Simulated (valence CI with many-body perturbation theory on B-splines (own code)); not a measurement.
## Ladder of approximations for Hg⁴⁰⁺

Computed by relativistic CI+MBPT: four valence electrons over a frozen Dirac-Fock core [Kr], radial functions for each j: 9 s, 9 p, 10 d, 8 f, 5 g, 3 h, 1 i, with the one-electron correlation potential Σ1, the two-electron term Σ2, the three-electron term Σ3, Breit, model QED; selected CI, second order for the rest (own B-spline code, finite nucleus).

No measured spectrum was set against this ion. As an estimate, large intervals hold to a few tenths of a per cent, small ones and those within an open d or f shell to about a per cent. Only levels of the ground parity were solved; by the run's estimate the other parity begins above the list, which can be wrong where configurations are misplaced.

Each rung adds one term. CI alone is the Dirac-Coulomb CI over the frozen core; QED comes last and gives the full result, which names the levels. Energies are above (4d3/2^4) J=0 on the same rung, in eV.

Levels are named by their leading jj configuration (3d3/2^4 stands for four electrons in 3d with j = 3/2), which in mixed levels can hold well under half, so a name can repeat and another be missing. Letters in brackets count levels of one name in rising energy.

| Level | CI alone | + Σ1 | + Σ2 | + Σ3 | + Breit | Full |
| --- | --- | --- | --- | --- | --- | --- |
| (4d3/2^3 4d5/2) J=1 | 23.85 | 23.96 | 24.02 | 24.11 | 23.57 | 23.64 |
| (4d3/2^3 4d5/2) J=4 | 30.06 | 30.17 | 29.86 | 29.82 | 29.11 | 29.18 |
| (4d3/2^3 4d5/2) J=2 | 30.57 | 30.69 | 30.50 | 30.52 | 29.88 | 29.96 |
| (4d3/2^3 4d5/2) J=3 | 32.23 | 32.35 | 32.02 | 31.98 | 31.34 | 31.41 |
| (4d3/2^2 4d5/2^2) J=0 [a] | 51.67 | 51.90 | 52.07 | 52.08 | 51.04 | 51.18 |
| (4d3/2^2 4d5/2^2) J=2 [a] | 52.15 | 52.37 | 52.35 | 52.42 | 51.36 | 51.50 |
| (4d3/2^2 4d5/2^2) J=4 [a] | 53.61 | 53.84 | 53.69 | 53.75 | 52.53 | 52.67 |
| (4d3/2^2 4d5/2^2) J=3 [a] | 54.14 | 54.37 | 54.19 | 54.21 | 53.06 | 53.20 |
| (4d3/2^2 4d5/2^2) J=5 | 56.63 | 56.87 | 56.44 | 56.43 | 55.13 | 55.27 |
| (4d3/2^2 4d5/2^2) J=6 | 58.47 | 58.70 | 58.13 | 58.12 | 56.70 | 56.84 |
| (4d3/2^2 4d5/2^2) J=1 | 57.81 | 58.04 | 57.89 | 57.88 | 56.76 | 56.91 |
| (4d3/2^2 4d5/2^2) J=3 [b] | 59.78 | 60.01 | 59.60 | 59.54 | 58.35 | 58.50 |
| (4d3/2^2 4d5/2^2) J=4 [b] | 60.35 | 60.59 | 60.16 | 60.02 | 58.74 | 58.89 |
| (4d3/2^2 4d5/2^2) J=2 [b] | 60.60 | 60.84 | 60.51 | 60.46 | 59.27 | 59.42 |
| (4d3/2^2 4d5/2^2) J=2 [c] | 65.65 | 65.89 | 65.86 | 65.75 | 64.64 | 64.78 |
| (4d3/2^2 4d5/2^2) J=4 [c] | 68.23 | 68.46 | 67.93 | 67.80 | 66.60 | 66.74 |
| (4d3/2^2 4d5/2^2) J=2 [d] | 73.22 | 73.46 | 73.03 | 72.80 | 71.68 | 71.82 |
| (4d3/2^2 4d5/2^2) J=0 [b] | 79.29 | 79.54 | 79.44 | 79.21 | 78.10 | 78.26 |
| (4d3/2 4d5/2^3) J=4 [a] | 81.63 | 81.97 | 81.96 | 81.93 | 80.23 | 80.44 |
| (4d3/2 4d5/2^3) J=3 [a] | 81.92 | 82.26 | 82.32 | 82.28 | 80.64 | 80.86 |
| (4d3/2 4d5/2^3) J=1 [a] | 83.96 | 84.30 | 84.44 | 84.35 | 82.76 | 82.98 |
| (4d3/2 4d5/2^3) J=5 | 85.28 | 85.63 | 85.37 | 85.31 | 83.48 | 83.70 |
| (4d3/2 4d5/2^3) J=6 | 86.01 | 86.36 | 85.95 | 85.92 | 84.00 | 84.22 |
| (4d3/2 4d5/2^3) J=2 [a] | 88.18 | 88.52 | 88.49 | 88.43 | 86.76 | 86.98 |
| (4d3/2 4d5/2^3) J=3 [b] | 89.41 | 89.76 | 89.55 | 89.38 | 87.66 | 87.88 |
| (4d3/2 4d5/2^3) J=0 | 93.02 | 93.36 | 93.00 | 92.53 | 90.92 | 91.13 |
| (4d3/2 4d5/2^3) J=1 [b] | 95.19 | 95.54 | 95.36 | 95.17 | 93.61 | 93.82 |
| (4d3/2 4d5/2^3) J=3 [c] | 95.50 | 95.85 | 95.59 | 95.38 | 93.72 | 93.93 |
| (4d3/2 4d5/2^3) J=4 [b] | 96.19 | 96.54 | 96.29 | 96.07 | 94.35 | 94.56 |
| (4d3/2 4d5/2^3) J=2 [b] | 97.65 | 97.99 | 97.63 | 97.34 | 95.71 | 95.92 |
| (4d5/2^4) J=4 | 113.60 | 114.05 | 114.33 | 114.18 | 111.95 | 112.24 |

Problem. How does the ionisation energy move along the ladder, and which term matters most?

Solution. CI alone 1925.9, + Σ1 1928.8, + Σ2 1931.3, + Σ3 1931.3, + Breit 1929.9, + QED 1930.0 eV. The largest step is Σ1, 2.9 eV. NIST lists 1928 ± 4 eV (theoretical).
